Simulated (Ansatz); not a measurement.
Consider the atomization: `[OH][Ge][O][SiH3]` → Ge• + 4 H• + 2 O• + Si•.

Calculated with Ansatz (gas phase, PBE0-D4/def2-TZVP geometries, no zero-point term in ΔE). CCSD(T)/CBS adds triple-zeta CCSD(T) − MP2 to the extrapolated MP2 energy (def2 sets, frozen cores). This one scheme is used for every species, atoms too. Functionals use def2-TZVPP. Open shells (•) are unrestricted, without spin–orbit coupling. Spin–orbit coupling would lower the free atoms: a little for O, Si; clearly for Ge. For Ge outer-core shells are correlated without core-valence functions, so the limit isn't a true one: a few kJ/mol of doubt a bond, and 10 to 20 or more in all where bonds break to atoms. Scalar relativity is left out up to krypton. One conformer a species, not always the lowest.

`[OH][Ge][O][SiH3]`:

Cartesian coordinates in Å:
```
O -0.568 2.798 -0.377
Ge 0.191 1.741 0.830
O -0.063 0.203 -0.069
Si 0.260 -1.391 0.143
H -0.893 2.310 -1.142
H 1.127 -1.875 -0.962
H 0.958 -1.624 1.439
H -1.011 -2.161 0.139
```

```tsv
level	ΔE (eV)
r2SCANh	28.25
HF/def2-QZVPP	20.04
```

(1) What does CCSD(T)/CBS give? (An estimate is asked.)

Largest T1 diagnostic among the species: 0.015.

Results:

(1) Ansatz gave: +28.84 eV. The listed levels differ from it by -0.59, -8.80 eV.

At CCSD(T), def2-SVP lies −2.58 eV from the extrapolated value and def2-TZVPP −0.92 eV: correlation converges slowly with the basis, and small sets miss more of it in the bonded molecule than in its fragments. From r2SCAN to r2SCAN0 (25 % exact exchange), in def2-TZVPP and without D4, ΔE moves by −0.74 eV: exact exchange takes away binding that semilocal exchange gives to molecules. In def2-TZVPP, CCSD(T) changes the Hartree–Fock value by +7.94 eV (the triples alone add +0.48 eV) and MP2 by +8.52 eV; breaking electron pairs costs correlation energy, which Hartree–Fock lacks.

For atomizations the MP2-based limit and the directly extrapolated one differ by several kJ/mol either way, and by 10 to 25 for some Ge, Se and Sn compounds, so smaller differences from it don't rank the levels.
